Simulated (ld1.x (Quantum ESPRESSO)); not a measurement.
# u(r) = r·R(r): atom against pseudo-atom (N)

Columns: radius, all-electron u(r) and pseudo u(r) of the 2p shell (level -7.09 eV) of nitrogen in the configuration [He] 2s2 2p3; PBE, scalar-relativistic, ultrasoft scheme, ld1.x (Quantum ESPRESSO) 7.5.

```
r (bohr)  all-electron  pseudo
   0.132        0.1145  0.0095
   0.265        0.3103  0.0375
   0.398        0.4870  0.0819
   0.530        0.6188  0.1388
   0.663        0.7085  0.2050
   0.795        0.7594  0.2746
   0.928        0.7796  0.3439
   1.060        0.7769  0.4073
   1.193        0.7581  0.4618
   1.325        0.7289  0.5037
   1.458        0.6928  0.5320
   1.590        0.6532  0.5456
   1.723        0.6117  0.5455
   1.855        0.5703  0.5334
   1.988        0.5294  0.5115
   2.120        0.4901  0.4830
   2.252        0.4527  0.4507
   2.385        0.4171  0.4168
   2.518        0.3837  0.3837
   2.650        0.3527  0.3527
   2.782        0.3240  0.3240
   2.915        0.2971  0.2971
   3.048        0.2722  0.2722
   3.180        0.2495  0.2495
   3.312        0.2285  0.2285
   3.445        0.2091  0.2091
```

(1) How many radial nodes do the two functions have?

(2) At about which radius was the pseudo-wave matched?

(3) Where does each function peak?

(4) Is the pseudo-wave norm-conserving?

Answers

(1) The all-electron 2p function has n − l − 1 = 0; the pseudo-wave has 0.

(2) 2.65 bohr. The columns agree to 0.0005 from 2.38 bohr on; several derivatives are matched, so the curves merge somewhat inside the radius.

(3) Outermost all-electron maximum near 0.93 bohr, pseudo maximum near 1.59 bohr (to the table’s step).

(4) No, it belongs to an ultrasoft set: the norm inside the radius is not constrained, and the difference is carried by the augmentation charge.
